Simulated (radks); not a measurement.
Question: Cd34+, 14 electrons, occupied as [Ne] 3s2 3p2 (the NIST ground configuration). All-electron calculation, non-relativistic Kohn-Sham, PBE, spin-polarised, spherical densities, point nucleus; open shells are filled with parallel spins first (spin-orbit coupling, left out, can overturn this in heavy ions); relativity is left out, which matters for an element this heavy. Program: a radial shooting solver on a logarithmic mesh with Libxc functionals. Some entries of the table are withheld. Estimate them.

orbital  occ.  eigenvalue (eV)  <1/r> (bohr^-1)
1s up       1        -27570.71            47.48
1s down     1        -27566.67            47.49
2s up       1        -5558.922            10.98
2s down     1        -5555.623            10.99
2p up       3        -5330.134            10.96
2p down     3        -5325.575            10.96
3s up       1              (1)            4.495
3s down     1              (2)            4.485
3p up       2        -2108.354            4.442
3p down     0        -2092.613            4.438
3d up       0        -1982.534            4.319
3d down     0        -1969.691            4.330
4s up       0        -1156.920            2.413
4s down     0        -1151.335            2.409

Answer: 
(1) 3s up eigenvalue (eV): -2190.571
(2) 3s down eigenvalue (eV): -2174.883
